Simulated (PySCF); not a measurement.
**Working out the ionisation energy of W**

W [Xe] 4f14 5d4 6s2 (5D) → W⁺ [Xe] 4f14 5d4 6s1 (6D). Computed with PySCF 2.14 in cc-pVDZ-PP with ECP60MDF, with scalar relativity through the core potential. Frozen: 5s2 5p6. Energies in hartree (1 hartree = 27.21139 eV):

| part | W (lower) | W⁺ (upper) |
| --- | --- | --- |
| UHF | -66.675430 | -66.458162 |
| MP2 opposite-spin | -0.041297 | 0.000000 |
| MP2 same-spin | -0.038366 | -0.038239 |

Question: What does Hartree-Fock give?

Answer: (-66.458162) − (-66.675430) = 0.217268 hartree = 5.912 eV.

Question: What do MP2 and SCS-MP2 (6/5 opposite-spin, 1/3 same-spin) give?

Answer: The opposite-spin parts differ by 1.124 eV and the same-spin parts by 0.003 eV. MP2: 5.912 + (1.124) + (0.003) = 7.039 eV. SCS-MP2: 5.912 + 1.2 × (1.124) + (0.003)/3 = 7.262 eV.

Measured between the centres of the two terms (NIST): 7.825 eV, so MP2 (valence) is off by -0.786 eV.

A double-zeta basis recovers only part of the correlation energy.

What remains against the reference includes basis incompleteness, the frozen core and correlation beyond second order.
